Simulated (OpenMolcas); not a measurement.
A run on Nb4+ with 6 ligands (fluoride) in octahedral coordination (Oh) at 2.1 Å. A charge of +0.333 e stands 2.6 Å behind each ligand. Ligand basis ANO-RCC-VDZP.
```
Nb    0.0000    0.0000    0.0000
F     2.1000    0.0000    0.0000
F     0.0000    2.1000    0.0000
F    -2.1000    0.0000    0.0000
F     0.0000   -2.1000    0.0000
F     0.0000    0.0000    2.1000
F     0.0000    0.0000   -2.1000
```

```json
{
  "Program": "OpenMolcas",
  "Method": "SS-CASPT2, IPEA 0.25 Eh, imaginary shift 0.2 Eh (closed shells correlated: 4s 4p and the ligand valence shells)",
  "Basis": "ANO-RCC-VTZP [7s6p4d2f1g]",
  "Scalar Hamiltonian": "DKH2, point nucleus",
  "Active space": "1 electron in 5 orbitals (4d)",
  "State averaging": "2S+1 = 2 even, 5 roots",
  "Spin-orbit coupling": "RASSI with atomic mean-field integrals over the reference wave functions"
}
```

152 basis functions. Blocks (2S+1, parity, CSFs, roots kept): 2, even, 5, 5.

How long do the CASPT2 steps take on 1 thread of Arm Neoverse V1, on a shared host?

About 16 s of wall time, without the integral step.
